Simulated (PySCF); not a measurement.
```xyz
13

O     -0.7660    -1.9936    -1.5723
C     -0.0486    -1.9546    -0.6047
Si     0.0461    -0.4033     0.5299
Si     1.9335     0.8193    -0.1183
Si    -1.9401     0.7992     0.2825
H      0.5937    -2.8340    -0.3731
H      0.2470    -0.8802     1.9217
H      2.1082     1.9827     0.7787
H      3.1450    -0.0278    -0.0474
H      1.7608     1.2992    -1.5062
H     -3.1030    -0.0773     0.5363
H     -1.9540     1.9143     1.2562
H     -2.0226     1.3561    -1.0832
```

Charge 0, multiplicity 1.

Q: Give the Mulliken and meta-Löwdin atomic charges from TPSSh-D3(BJ)/def2-TZVP // CAM-B3LYP-D3(BJ)/def2-TZVP (PySCF).

A: 
```json
[
 {"atom": "O1", "Mulliken (e)": "-0.24", "meta-Löwdin (e)": "-0.36"},
 {"atom": "C2", "Mulliken (e)": "0.05", "meta-Löwdin (e)": "0.09"},
 {"atom": "Si3", "Mulliken (e)": "0.10", "meta-Löwdin (e)": "0.22"},
 {"atom": "Si4", "Mulliken (e)": "0.05", "meta-Löwdin (e)": "0.27"},
 {"atom": "Si5", "Mulliken (e)": "0.06", "meta-Löwdin (e)": "0.27"},
 {"atom": "H6", "Mulliken (e)": "0.08", "meta-Löwdin (e)": "0.07"},
 {"atom": "H7", "Mulliken (e)": "-0.02", "meta-Löwdin (e)": "-0.08"},
 {"atom": "H8", "Mulliken (e)": "-0.01", "meta-Löwdin (e)": "-0.08"},
 {"atom": "H9", "Mulliken (e)": "-0.02", "meta-Löwdin (e)": "-0.08"},
 {"atom": "H10", "Mulliken (e)": "-0.01", "meta-Löwdin (e)": "-0.08"},
 {"atom": "H11", "Mulliken (e)": "-0.01", "meta-Löwdin (e)": "-0.08"},
 {"atom": "H12", "Mulliken (e)": "-0.02", "meta-Löwdin (e)": "-0.08"},
 {"atom": "H13", "Mulliken (e)": "-0.01", "meta-Löwdin (e)": "-0.08"}
]
```
